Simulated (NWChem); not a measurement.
The numbers come from NWChem runs, not from measurements. System: iminoborane (H2BN), charge 0, spin multiplicity 1, at a geometry optimised with PBE/def2-SVP. Level: CR-CCSD(T)/6-31G* (spherical d), 2 core orbitals frozen.

The NWChem input:

```
start mol
memory heap 100 mb stack 700 mb global 1900 mb
geometry units angstroms nocenter noautoz
  B      0.000000     0.000000    -0.701057
  N      0.000000     0.000000     0.548845
  H      0.000000     0.000000    -1.891011
  H      0.000000     0.000000     1.554379
  symmetry group C2v
end
basis spherical
  * library 6-31g*
end
scf
  rhf
  nopen 0
  maxiter 100
  thresh 1e-7
  semidirect memsize 60000000 filesize 0
end
tce
  freeze core 2
  cr-ccsd(t)
  2eorb
  2emet 13
  thresh 1e-6
  maxiter 100
  tilesize 24
end
task tce energy
```

Output (cleaned and shortened):

```
             Northwest Computational Chemistry Package (NWChem) 7.3.0
             --------------------------------------------------------

                                NWChem Input Module
                                -------------------

 Scaling coordinates for geometry "geometry" by  1.889725989
 (inverse scale =  0.529177249)

 Turning off AUTOSYM since
 SYMMETRY directive was detected!

                             Geometry "geometry" -> ""
                             -------------------------

 Output coordinates in angstroms (scale by  1.889725989 to convert to a.u.)

  No.       Tag          Charge          X              Y              Z
 ---- ---------------- ---------- -------------- -------------- --------------
    1 B                    5.0000     0.00000000     0.00000000    -0.70105700
    2 N                    7.0000     0.00000000     0.00000000     0.54884500
    3 H                    1.0000     0.00000000     0.00000000    -1.89101100
    4 H                    1.0000     0.00000000     0.00000000     1.55437900

 Effective nuclear repulsion energy (a.u.)      23.5704249663

            Nuclear Dipole moment (a.u.)
            ----------------------------
        X                 Y               Z
 ---------------- ---------------- ----------------
     0.0000000000     0.0000000000    -0.0000037795

      Symmetry information
      --------------------

 Group name             C2v
 Group number             16
 Group order               4
 No. of unique centers     4

      Symmetry unique atoms

     1    2    3    4


 Summary of "ao basis" -> "" (spherical)
 ------------------------------------------------------------------------------
       Tag                 Description            Shells   Functions and Types
 ---------------- ------------------------------  ------  ---------------------
 *                           6-31g*                   on all atoms

 Summary of "ao basis" -> "ao basis" (spherical)
 ------------------------------------------------------------------------------
       Tag                 Description            Shells   Functions and Types
 ---------------- ------------------------------  ------  ---------------------
 B                           6-31g*                  6       14   3s2p1d
 N                           6-31g*                  6       14   3s2p1d
 H                           6-31g*                  2        2   2s

                                 NWChem SCF Module
                                 -----------------

  ao basis        = "ao basis"
  functions       =    32
  atoms           =     4
  closed shells   =     7
  open shells     =     0
  charge          =   0.00
  wavefunction    = RHF
  use symmetry    = T
  symmetry adapt  = T

 Summary of "ao basis" -> "ao basis" (spherical)
 ------------------------------------------------------------------------------
       Tag                 Description            Shells   Functions and Types
 ---------------- ------------------------------  ------  ---------------------
 B                           6-31g*                  6       14   3s2p1d
 N                           6-31g*                  6       14   3s2p1d
 H                           6-31g*                  2        2   2s

      Symmetry analysis of basis
      --------------------------

        a1         18
        a2          2
        b1          6
        b2          6

 Forming initial guess at       0.0s

      Superposition of Atomic Density Guess
      -------------------------------------

 Sum of atomic energies:         -79.81629182

      Non-variational initial energy
      ------------------------------

 Total energy =     -80.485692
 1-e energy   =    -153.170267
 2-e energy   =      49.114150
 HOMO         =      -0.393891
 LUMO         =       0.088584

      Symmetry analysis of molecular orbitals - initial
      -------------------------------------------------

 !! scf_movecs_sym_adapt:   16 vectors were symmetry contaminated

  Symmetry fudging

 !! scf_movecs_sym_adapt:   16 vectors were symmetry contaminated

  Numbering of irreducible representations:

     1 a1          2 a2          3 b1          4 b2

  Orbital symmetries:

     1 a1          2 a1          3 a1          4 a1          5 a1
     6 b2          7 b1          8 b2          9 b1         10 a1
    11 a1         12 a1         13 a1         14 b2         15 b1
    16 a1         17 b2

 Starting SCF solution at       0.1s

 ----------------------------------------------
         Quadratically convergent ROHF

 Convergence threshold     :          1.000E-07
 Maximum no. of iterations :          100
 Final Fock-matrix accuracy:          1.000E-09
 ----------------------------------------------

              iter       energy          gnorm     gmax       time
             ----- ------------------- --------- --------- --------
                 1      -80.2224319721  9.67D-01  3.22D-01      0.1
                 2      -80.2810480824  2.72D-01  1.52D-01      0.1
                 3      -80.2885281108  5.12D-02  1.92D-02      0.1
                 4      -80.2888358425  1.02D-03  3.73D-04      0.1
                 5      -80.2888359975  3.72D-07  1.25D-07      0.1
                 6      -80.2888359975  5.21D-09  2.05D-09      0.1

       Final RHF  results
       ------------------

         Total SCF energy =    -80.288835997538
      One-electron energy =   -154.930826786178
      Two-electron energy =     51.071565822302
 Nuclear repulsion energy =     23.570424966338

        Time for solution =      0.0s

       Symmetry analysis of molecular orbitals - final
       -----------------------------------------------

  Numbering of irreducible representations:

     1 a1          2 a2          3 b1          4 b2

  Orbital symmetries:

     1 a1          2 a1          3 a1          4 a1          5 a1
     6 b1          7 b2          8 b2          9 b1         10 a1
    11 a1         12 a1         13 a1         14 b1         15 b2
    16 a1         17 b1

             Final eigenvalues
             -----------------

              1
    1  -15.5331
    2   -7.6083
    3   -1.0972
    4   -0.7226
    5   -0.6031
    6   -0.4148
    7   -0.4148
    8    0.1964
    9    0.1964
   10    0.2404
   11    0.2894
   12    0.4384
   13    0.5877
   14    0.6417
   15    0.6417
   16    0.8911
   17    1.0437

                       ROHF Final Molecular Orbital Analysis
                       -------------------------------------

 Vector    5  Occ=2.000000D+00  E=-6.030927D-01  Symmetry=a1
              MO Center= -8.1D-18, -9.9D-18, -1.4D+00, r^2= 1.1D+00
   Bfn.  Coefficient  Atom+Function         Bfn.  Coefficient  Atom+Function
  ----- ------------  ---------------      ----- ------------  ---------------
     5      0.360251  1 B  pz                29     -0.303260  3 H  s
    30     -0.264442  3 H  s                  2     -0.173131  1 B  s
     6     -0.163147  1 B  s                 19     -0.159090  2 N  pz

 Vector    6  Occ=2.000000D+00  E=-4.147959D-01  Symmetry=b1
              MO Center=  1.9D-17, -4.0D-34,  2.6D-01, r^2= 1.1D+00
   Bfn.  Coefficient  Atom+Function         Bfn.  Coefficient  Atom+Function
  ----- ------------  ---------------      ----- ------------  ---------------
    17      0.507841  2 N  px                21      0.407057  2 N  px
     3      0.260450  1 B  px

 Vector    7  Occ=2.000000D+00  E=-4.147959D-01  Symmetry=b2
              MO Center=  4.2D-34,  7.3D-17,  2.6D-01, r^2= 1.1D+00
   Bfn.  Coefficient  Atom+Function         Bfn.  Coefficient  Atom+Function
  ----- ------------  ---------------      ----- ------------  ---------------
    18      0.507841  2 N  py                22      0.407057  2 N  py
     4      0.260450  1 B  py

 Vector    8  Occ=0.000000D+00  E= 1.964248D-01  Symmetry=b2
              MO Center= -1.1D-32,  3.5D-16, -6.1D-01, r^2= 2.4D+00
   Bfn.  Coefficient  Atom+Function         Bfn.  Coefficient  Atom+Function
  ----- ------------  ---------------      ----- ------------  ---------------
     8      0.912384  1 B  py                22     -0.596869  2 N  py
     4      0.294934  1 B  py                18     -0.285326  2 N  py

 Vector    9  Occ=0.000000D+00  E= 1.964248D-01  Symmetry=b1
              MO Center= -9.5D-16,  2.4D-32, -6.1D-01, r^2= 2.4D+00
   Bfn.  Coefficient  Atom+Function         Bfn.  Coefficient  Atom+Function
  ----- ------------  ---------------      ----- ------------  ---------------
     7      0.912384  1 B  px                21     -0.596869  2 N  px
     3      0.294934  1 B  px                17     -0.285326  2 N  px

 Vector   10  Occ=0.000000D+00  E= 2.403955D-01  Symmetry=a1
              MO Center= -1.5D-16, -1.1D-17,  1.5D-01, r^2= 4.5D+00
   Bfn.  Coefficient  Atom+Function         Bfn.  Coefficient  Atom+Function
  ----- ------------  ---------------      ----- ------------  ---------------
     6      1.531569  1 B  s                 20     -1.418982  2 N  s
    32      1.163618  4 H  s                 30     -0.985147  3 H  s
    23     -0.192607  2 N  pz

 center of mass
 --------------
 x =   0.00000000 y =   0.00000000 z =  -0.02600258

 moments of inertia (a.u.)
 ------------------
          55.932898373540           0.000000000000           0.000000000000
           0.000000000000          55.932898373540           0.000000000000
           0.000000000000           0.000000000000           0.000000000000

  Mulliken analysis of the total density
  --------------------------------------

    Atom       Charge   Shell Charges
 -----------   ------   -------------------------------------------------------
    1 B    5     4.73   2.00  0.56  1.33  0.36  0.41  0.08
    2 N    7     7.67   2.00  0.75  2.43  0.83  1.65  0.02
    3 H    1     0.98   0.49  0.48
    4 H    1     0.62   0.48  0.14

       Multipole analysis of the density wrt the origin
       ------------------------------------------------

     L   x y z        total         open         nuclear
     -   - - -        -----         ----         -------
     0   0 0 0     -0.000000      0.000000     14.000000

     1   1 0 0     -0.000000      0.000000      0.000000
     1   0 1 0     -0.000000      0.000000      0.000000
     1   0 0 1     -0.081039      0.000000     -0.000004

     2   2 0 0     -9.549602      0.000000      0.000000
     2   1 1 0     -0.000000      0.000000      0.000000
     2   1 0 1     -0.000000      0.000000      0.000000
     2   0 2 0     -9.549602      0.000000      0.000000
     2   0 1 1      0.000000      0.000000      0.000000
     2   0 0 2     -5.667693      0.000000     37.703429

                   NWChem Extensible Many-Electron Theory Module
                   ---------------------------------------------


            General Information
            -------------------
      Number of processors :     1
         Wavefunction type : Restricted Hartree-Fock
          No. of electrons :    14
           Alpha electrons :     7
            Beta electrons :     7
           No. of orbitals :    64
            Alpha orbitals :    32
             Beta orbitals :    32
        Alpha frozen cores :     2
         Beta frozen cores :     2
     Alpha frozen virtuals :     0
      Beta frozen virtuals :     0
         Spin multiplicity : singlet
    Number of AO functions :    32
       Number of AO shells :    16
        Use of symmetry is : on
      Symmetry adaption is : on
         Schwarz screening : 0.10D-09

          Correlation Information
          -----------------------
          Calculation type : Coupled-cluster singles & doubles w/ perturbation
   Perturbative correction : Completely renormalized (T)
            Max iterations :      100
        Residual threshold : 0.10D-05
     T(0) DIIS level shift : 0.00D+00
     L(0) DIIS level shift : 0.00D+00
     T(1) DIIS level shift : 0.00D+00
     L(1) DIIS level shift : 0.00D+00
     T(R) DIIS level shift : 0.00D+00
     T(I) DIIS level shift : 0.00D+00
   CC-T/L Amplitude update :  5-th order DIIS
                I/O scheme : Global Array Library
        L-threshold :  0.10D-05
        EOM-threshold :  0.10D-05
 no EOMCCSD initial starts read in
 TCE RESTART OPTIONS
 SLICE:      F
 D4D5:       F
 quantumc:   F
 qrotation:  F
 pwtce:      F
 qducc:      F
 nacto:                         0
 nrotv:                         0
 nrot:                          0

            Memory Information
            ------------------
          Available GA space size is     249035776 doubles
          Available MA space size is     104855596 doubles

 Maximum block size supplied by input
 Maximum block size        24 doubles

 tile_dim =     13

 -------------------------------------------------

 Global array virtual files algorithm will be used

 Parallel file system coherency ......... OK

 4-electron integrals stored in orbital form

 v2    file size   =            75187
 4-index algorithm nr.  13 is used
 imaxsize =       30
 imaxsize ichop =        0


CCSD iterations
 ---------------------------------------------------------
 Iter          Residuum       Correlation     Cpu    Wall
 ---------------------------------------------------------
    1   0.1209019076269  -0.2400735563598     0.0     0.0
    2   0.0380433047587  -0.2469319970001     0.0     0.0
    3   0.0157602424011  -0.2524743927498     0.0     0.0
    4   0.0079032723577  -0.2536851679568     0.0     0.0
    5   0.0040352281437  -0.2543869799971     0.0     0.0
    6   0.0008074690302  -0.2548879085573     0.0     0.0
    7   0.0003684273856  -0.2549317934903     0.0     0.0
    8   0.0001571256848  -0.2549400973929     0.0     0.0
    9   0.0000910152294  -0.2549388888422     0.0     0.0
   10   0.0000456899589  -0.2549425797971     0.1     0.1
   11   0.0000082672423  -0.2549449514158     0.1     0.1
   12   0.0000028782383  -0.2549452131494     0.0     0.0
   13   0.0000012266201  -0.2549456024708     0.0     0.0
   14   0.0000006326670  -0.2549456692930     0.0     0.0
 -----------------------------------------------------------------
 Iterations converged
 CCSD correlation energy / hartree =        -0.254945669292957
 CCSD total energy / hartree       =       -80.543781666830640

 Singles contributions

 Doubles contributions
 CR-CCSD(T)

 CR-CCSD[T]  correction energy / hartree =        -0.008240941887931
 CR-CCSD[T] correlation energy / hartree =        -0.263186611180888
 CR-CCSD[T] total energy / hartree       =       -80.552022608718573
 CR-CCSD(T)  correction energy / hartree =        -0.007420262463814
 CR-CCSD(T) correlation energy / hartree =        -0.262365931756771
 CR-CCSD(T) total energy / hartree       =       -80.551201929294450

 Task  times  cpu:        1.2s     wall:        1.2s

 Total times  cpu:        1.2s     wall:        1.2s
```
